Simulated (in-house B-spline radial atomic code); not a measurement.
Inner levels of selenium as electrons are removed. A shift is the extra binding of the orbital against the neutral atom ([Ar] 3d10 4s2 4p1/2(2) 4p3/2(2)). The density at the nucleus is averaged over the nuclear charge. Computed with an all-electron radial atomic-structure program (B-spline basis): Dirac-Hartree-Fock, jj configuration that fills j = l - 1/2 first, finite nuclei.

A number in brackets counts the electrons of a j subshell.

| ion | configuration | shift of 1s1/2 (eV) | radius of 1s1/2 (bohr) | Σ<r²> (bohr²) | change of density at nucleus (bohr⁻³) |
| --- | --- | --- | --- | --- | --- |
| Se12+ | [Ar] 3d3/2(4) | 347.37 | 0.04407 | 4.178 | 51.655 |
| Se13+ | [Ar] 3d3/2(3) | ? | ? | ? | ? |
| Se14+ | [Ar] 3d3/2(2) | 453.91 | 0.044074 | 3.3527 | 98.501 |
| Se15+ | [Ar] 3d3/2(1) | 510.85 | 0.044076 | 2.9917 | 124.39 |
| Se16+ | [Ne] 3s2 3p6 | 570.23 | 0.044078 | 2.6598 | 151.91 |
| Se17+ | [Ne] 3s2 3p1/2(2) 3p3/2(3) | 633.91 | 0.044072 | 2.3114 | 185.33 |
| Se18+ | [Ne] 3s2 3p1/2(2) 3p3/2(2) | 699.45 | 0.044065 | 1.9807 | 220.09 |
| Se19+ | [Ne] 3s2 3p1/2(2) 3p3/2(1) | 766.86 | 0.044059 | 1.6665 | 256.21 |
| Se20+ | [Ne] 3s2 3p1/2(2) | 836.1 | 0.044051 | 1.3677 | 293.69 |
| Se21+ | [Ne] 3s2 3p1/2(1) | 908.19 | 0.044043 | 1.0879 | 329.15 |
| Se22+ | [Ne] 3s2 | 982.22 | 0.044034 | 0.82198 | 365.8 |
| Se23+ | [Ne] 3s1 | 1053.17 | 0.044032 | 0.55326 | -31.602 |
| Se24+ | [He] 2s2 2p6 | 1125.59 | 0.044029 | 0.29507 | -449.55 |
| Se25+ | [He] 2s2 2p1/2(2) 2p3/2(3) | 1306.35 | 0.043986 | 0.25405 | -334.09 |
| Se26+ | [He] 2s2 2p1/2(2) 2p3/2(2) | 1491.43 | 0.043941 | 0.21528 | -215 |
| Se27+ | [He] 2s2 2p1/2(2) 2p3/2(1) | 1680.81 | 0.043894 | 0.17861 | -92.256 |
| Se28+ | [He] 2s2 2p1/2(2) | 1874.48 | 0.043844 | 0.1439 | 34.165 |
| Se29+ | [He] 2s2 2p1/2(1) | ? | ? | ? | ? |
| Se30+ | [He] 2s2 | 2284.31 | 0.04373 | 0.081678 | 266.82 |
| Se31+ | [He] 2s1 | 2463.71 | 0.043724 | 0.042726 | -1758.49 |
| Se32+ | 1s2 | ? | ? | ? | ? |
| Se33+ | 1s1 | 3232.92 | 0.043199 | 0.0025014 | -21037.8 |

**Question.** Fill in the row of Se13+.

**Answer.** shift of 1s1/2 (eV): 399.42; radius of 1s1/2 (bohr): 0.044072; Σ<r²> (bohr²): 3.7466; change of density at nucleus (bohr⁻³): 74.259.

**Question.** Fill in the row of Se29+.

**Answer.** shift of 1s1/2 (eV): 2077.09; radius of 1s1/2 (bohr): 0.043788; Σ<r²> (bohr²): 0.11191; change of density at nucleus (bohr⁻³): 149.17.

**Question.** Fill in the row of Se32+.

**Answer.** shift of 1s1/2 (eV): 2645.83; radius of 1s1/2 (bohr): 0.043695; Σ<r²> (bohr²): 0.0051253; change of density at nucleus (bohr⁻³): -3865.11.
